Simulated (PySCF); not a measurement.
A calculated (PW91, PySCF 2.14, ANO-RCC-VTZP, the spin-free X2C one-electron Hamiltonian (Gaussian nucleus)) atom or ion has these occupied shells.

| shell | electrons | orbital energy (eV) | rms radius, mean of both spins (bohr) |
| --- | --- | --- | --- |
| 1s α | 1 | -59108.9 | 0.0227 |
| 1s β | 1 | -59108.9 | 0.0227 |
| 2s α | 1 | -9974.2 | 0.0918 |
| 2s β | 1 | -9974.2 | 0.0918 |
| 2p α | 3 | -8830.8 | 0.0829 |
| 2p β | 3 | -8830.7 | 0.0829 |
| 3s α | 1 | -2242.5 | 0.236 |
| 3s β | 1 | -2242.1 | 0.236 |
| 3p α | 3 | -1894.4 | 0.237 |
| 3p β | 3 | -1893.9 | 0.237 |
| 3d α | 5 | -1453.4 | 0.216 |
| 3d β | 5 | -1453.1 | 0.216 |
| 4s α | 1 | -441.75 | 0.529 |
| 4s β | 1 | -440.79 | 0.529 |
| 4p α | 3 | -326.77 | 0.563 |
| 4p β | 3 | -325.84 | 0.563 |
| 4d α | 5 | -171.42 | 0.617 |
| 4d β | 5 | -170.51 | 0.617 |
| 5s α | 1 | -53.257 | 1.31 |
| 5s β | 1 | -52.821 | 1.31 |
| 5p α | 3 | -26.984 | 1.58 |
| 5p β | 3 | -26.678 | 1.58 |
| 6s α | 1 | -3.873 | 4.26 |
| 6s β | 1 | -3.845 | 4.26 |
| 4f α | 7 | -3.294 | 0.946 |
| 4f β | 6 | -2.472 | 0.946 |

Task: Name the element and its charge.

Result: Tm (thulium, neutral), in [Xe] 4f13 6s2, 2F determinant.
